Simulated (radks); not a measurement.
Problem. All-electron atom: the erbium ion Er59+ in [He] 2s2 2p5 (the NIST ground configuration). Calculated with a radial shooting solver on a logarithmic mesh with Libxc functionals: non-relativistic Kohn-Sham, LDA (Slater exchange, Perdew-Wang correlation), spin-unpolarised, spherical densities, point nucleus; relativity is left out, which matters for an element this heavy. Some entries of the table are withheld. Estimate them.

orbital,occ.,eigenvalue (eV),r(max) (bohr)
1s,2,(1),(2)
2s,2,(3),(4)
2p,5,(5),(6)

Solution. 
(1) 1s eigenvalue (eV): -58466.85
(2) 1s r(max) (bohr): 0.01479
(3) 2s eigenvalue (eV): -13257.31
(4) 2s r(max) (bohr): 0.07981
(5) 2p eigenvalue (eV): -12966.83
(6) 2p r(max) (bohr): 0.06185
